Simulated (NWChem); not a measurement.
System: triflic acid (CHF3O3S); SMILES O=S(=O)(O)C(F)(F)F

Output (shortened):

```
             Northwest Computational Chemistry Package (NWChem) 7.3.0
             --------------------------------------------------------

                             Geometry "geometry" -> ""
                             -------------------------

 Output coordinates in angstroms (scale by  1.889725989 to convert to a.u.)

  No.       Tag          Charge          X              Y              Z
 ---- ---------------- ---------- -------------- -------------- --------------
    1 O                    8.0000    -1.17221700    -1.21453500    -0.81450300
    2 S                   16.0000     0.13592400    -0.86016200     0.05400000
    3 O                    8.0000    -0.09002800    -1.26025200     1.42387000
    4 O                    8.0000     1.28308200    -1.23608800    -0.72421800
    5 C                    6.0000     0.01453600     0.99159700     0.00769000
    6 F                    9.0000     0.98123700     1.49785500     0.74404400
    7 F                    9.0000     0.12330000     1.42097800    -1.23106600
    8 F                    9.0000    -1.15821100     1.35619800     0.50152900
    9 H                    1.0000    -1.92066400    -1.33654900    -0.20756300

 Effective nuclear repulsion energy (a.u.)     568.5464802361

                                 NWChem DFT Module
                                 -----------------

 Summary of "ao basis" -> "ao basis" (spherical)
 ------------------------------------------------------------------------------
       Tag                 Description            Shells   Functions and Types
 ---------------- ------------------------------  ------  ---------------------
 O                          def2-svp                 6       14   3s2p1d
 S                          def2-svp                 8       18   4s3p1d
 C                          def2-svp                 6       14   3s2p1d
 F                          def2-svp                 6       14   3s2p1d
 H                          def2-svp                 3        5   2s1p

            General Information
            -------------------
          SCF calculation type: DFT
          Wavefunction type:  closed shell.
          No. of atoms     :     9
          No. of electrons :    74
           Alpha electrons :    37
            Beta electrons :    37
          Charge           :     0
          Spin multiplicity:     1
          Use of symmetry is: off; symmetry adaption is: off
          Maximum number of iterations: 150
          AO basis - number of functions:   121
                     number of shells:    53
          Convergence on energy requested:  1.00D-06
          Convergence on density requested:  1.00D-05
          Convergence on gradient requested:  5.00D-04

              XC Information
              --------------
                         B3LYP Method XC Potential
                     Hartree-Fock (Exact) Exchange  0.200
                        Slater Exchange Functional  0.800 local
                    Becke 1988 Exchange Functional  0.720 non-local
              Lee-Yang-Parr Correlation Functional  0.810
                  VWN I RPA Correlation Functional  0.190 local

             Grid Information
             ----------------
          Grid used for XC integration:  medium
          Radial quadrature: Mura-Knowles
          Angular quadrature: Lebedev.
          Tag              B.-S. Rad. Rad. Pts. Rad. Cut. Ang. Pts.
          ---              ---------- --------- --------- ---------
          O                   0.60       49           9.0       434
          S                   1.00       88           7.0       590
          C                   0.70       49           9.0       434
          F                   0.50       49          11.0       434
          H                   0.35       45           9.0       434
          Grid pruning is: on
          Number of quadrature shells:   476
          Spatial weights used:  Erf1

      Superposition of Atomic Density Guess
      -------------------------------------

 Sum of atomic energies:        -957.42240369

      Non-variational initial energy
      ------------------------------

 Total energy =    -960.410102
 1-e energy   =   -2460.954038
 2-e energy   =     931.997456
 HOMO         =      -0.338757
 LUMO         =       0.107627

     ---------------------------------------------
      Total Density - Mulliken Population Analysis
     ---------------------------------------------

    Atom       Charge   Shell Charges
 -----------   ------   -------------------------------------------------------
    1 O    8     8.60   1.99  1.10  0.65  2.97  1.89  0.01
    2 S   16    14.17   2.00  1.99  0.98  0.25  5.93  1.30  1.24  0.47
    3 O    8     8.89   1.99  1.13  0.72  3.06  1.97  0.01
    4 O    8     8.88   1.99  1.13  0.72  3.06  1.96  0.01
    5 C    6     4.65   1.99  0.81  0.13  1.23  0.35  0.14
    6 F    9     9.38   1.99  1.14  0.76  3.45  2.03  0.00
    7 F    9     9.38   1.99  1.14  0.76  3.45  2.04  0.00
    8 F    9     9.39   1.99  1.14  0.76  3.45  2.04  0.00
    9 H    1     0.66   0.52  0.08  0.06

   convergence    iter        energy       DeltaE   RMS-Dens  Diis-err
 ---------------- ----- ----------------- --------- --------- ---------
 d= 0,ls=0.0,diis     1   -961.0442661840 -1.53D+03  2.96D-02  3.86D+00
 d= 0,ls=0.0,diis     2   -959.9676186114  1.08D+00  2.02D-02  1.63D+01
 d= 0,ls=0.0,diis     3   -961.4404239391 -1.47D+00  3.35D-03  1.85D-01
 d= 0,ls=0.0,diis     4   -961.4488258656 -8.40D-03  1.58D-03  9.79D-02
 d= 0,ls=0.0,diis     5   -961.4574629135 -8.64D-03  3.61D-04  5.16D-03
  Resetting Diis
 d= 0,ls=0.0,diis     6   -961.4579062843 -4.43D-04  9.94D-05  2.71D-04
 d= 0,ls=0.0,diis     7   -961.4579264065 -2.01D-05  1.06D-04  5.23D-05
 d= 0,ls=0.0,diis     8   -961.4579078717  1.85D-05  7.36D-05  2.45D-04
 d= 0,ls=0.0,diis     9   -961.4579313615 -2.35D-05  4.70D-06  9.33D-07
 d= 0,ls=0.0,diis    10   -961.4579314376 -7.62D-08  1.16D-06  4.14D-08

         Total DFT energy =     -961.457931437631
      One electron energy =    -2458.600170997471
           Coulomb energy =     1017.398011916444
    Exchange-Corr. energy =      -88.802252592748
 Nuclear repulsion energy =      568.546480236145

 Numeric. integr. density =       74.000002545702

                       DFT Final Molecular Orbital Analysis
                       ------------------------------------

 Vector   35  Occ=2.000000D+00  E=-3.665036D-01
              MO Center=  5.0D-01, -1.1D+00,  3.1D-01, r^2= 2.3D+00
   Bfn.  Coefficient  Atom+Function         Bfn.  Coefficient  Atom+Function
  ----- ------------  ---------------      ----- ------------  ---------------
    51     -0.395091  4 O  py                37      0.368592  3 O  py
    54     -0.287676  4 O  py                40      0.271779  3 O  py
    38      0.211377  3 O  pz                50     -0.169123  4 O  px
    41      0.146403  3 O  pz                53     -0.119626  4 O  px
    29      0.117906  2 S  d -1              36      0.111368  3 O  px

 Vector   36  Occ=2.000000D+00  E=-3.501786D-01
              MO Center=  3.0D-01, -7.3D-01,  2.7D-01, r^2= 3.0D+00
   Bfn.  Coefficient  Atom+Function         Bfn.  Coefficient  Atom+Function
  ----- ------------  ---------------      ----- ------------  ---------------
    37      0.329838  3 O  py                52      0.264085  4 O  pz
    65      0.246658  5 C  py                40      0.242920  3 O  py
    36     -0.241040  3 O  px                51      0.234543  4 O  py
    18     -0.188277  2 S  s                 55      0.184912  4 O  pz
    39     -0.179601  3 O  px                54      0.176533  4 O  py

[...]

                     NWChem Electrostatic Potential Fit Module
                     -----------------------------------------

 Atom parameters

 Number of atoms is                                    9
 Number of basis functions is                        121

 Grid parameters

 Maximum number of grid points is                  38030
 Number of grid points is                          38029
 Grid range                                     0.300000 nm
 Grid spacing                                   0.020000 nm
 Probe radius                                   0.070000 nm
 Atom radius factor                             1.000000

 Atomic radii

    1    0.100000
    6    0.147000
    8    0.136000
    9    0.128000
   16    0.174000
 FASTESP  F
  using M.O. file = ./job.movecs

    Atom              Coordinates                           Charge

                                                  ESP

    1 O    -0.117222   -0.121454   -0.081450   -0.528353
    2 S     0.013592   -0.086016    0.005400    1.085021
    3 O    -0.009003   -0.126025    0.142387   -0.512026
    4 O     0.128308   -0.123609   -0.072422   -0.463529
    5 C     0.001454    0.099160    0.000769    0.540936
    6 F     0.098124    0.149786    0.074404   -0.171155
    7 F     0.012330    0.142098   -0.123107   -0.170573
    8 F    -0.115821    0.135620    0.050153   -0.194677
    9 H    -0.192066   -0.133655   -0.020756    0.414357
                                            ------------
                                                0.000000

 Dipole moment                                  1.045112

 Quadrupole moment Qxx                          7.289602
                   Qyy                          0.894905
                   Qzz                         -8.184507

 RMS deviation kJ/mol                           0.050818

 RRMS %                                        17.739736
```

Level: B3LYP/def2-SVP. Geometry: optimised at PBE0/def2-SVP. B3LYP is NWChem's, with the RPA form of VWN correlation.

**Question.** Write an input that gives this output.

**Answer.** This is not unique; one that fits is the input that was run:
```
start job
memory heap 200 mb stack 900 mb global 1100 mb
geometry units angstroms noautosym nocenter noautoz
  O     -1.172217    -1.214535    -0.814503
  S      0.135924    -0.860162     0.054000
  O     -0.090028    -1.260252     1.423870
  O      1.283082    -1.236088    -0.724218
  C      0.014536     0.991597     0.007690
  F      0.981237     1.497855     0.744044
  F      0.123300     1.420978    -1.231066
  F     -1.158211     1.356198     0.501529
  H     -1.920664    -1.336549    -0.207563
end
basis spherical
  * library def2-svp
end
dft
  xc b3lyp
  iterations 150
  mulliken
end
task dft energy
esp
  recalculate
  probe 0.07
  range 0.3
  factor 1.0
  spacing 0.02
end
task esp
```
